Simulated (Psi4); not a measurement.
CH3AlF2, charge +1, doublet, at a GFN2-xTB geometry (such geometries of metal compounds can be far from the true shape) (a state made from the parent by changing its charge; the spin is typed, not shown lowest).

Input for Psi4:
```
memory 2 GB

molecule mol {
1 2
Al    0.165827    0.133263    0.005304
C    -1.494241   -1.159365   -0.060576
H    -1.154082   -1.983888   -0.700429
H    -2.282821   -0.524744   -0.485238
H    -1.633589   -1.452510    0.988070
F    -0.155471    1.613635   -0.578320
F     1.475492   -0.593089    0.632998
}

set {
  basis def2-svpd
  reference uks
  scf_type pk
  puream true
  d_convergence 1e-8
  dft_radial_points 99
  dft_spherical_points 590
}

energy('pbe0')
print_variables()
```

Question: What does this run give for the <S^2>, number of basis functions, total energy, nuclear repulsion energy?

Answer: 
The <S^2> is 0.753 and the number of basis functions is 114. The total energy is -481.183081 Ha. The nuclear repulsion energy is 154.3038 Eh.

These values belong to the state on which the SCF converged, which isn't shown to be the lowest.
